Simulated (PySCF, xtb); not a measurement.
2,2-difluoro-4-methyl-1,3-dioxole (C4H4F2O2), SMILES CC1=COC(F)(F)O1.

GFN2-xTB in xtb 6.7.1 at its own geometry gives an orbital gap of 4.94 eV and a dipole moment of 5.05 D.

Geometry: PBE0-D3(BJ)/def2-SVP. Other conformers were not sampled.

Task: What does CAM-B3LYP/def2-TZVP (PySCF) give? (Estimate from the structure and the level; the computed values follow.)

Result: gap 9.68 eV (levels -8.17 and 1.51 eV), dipole 3.63 D.
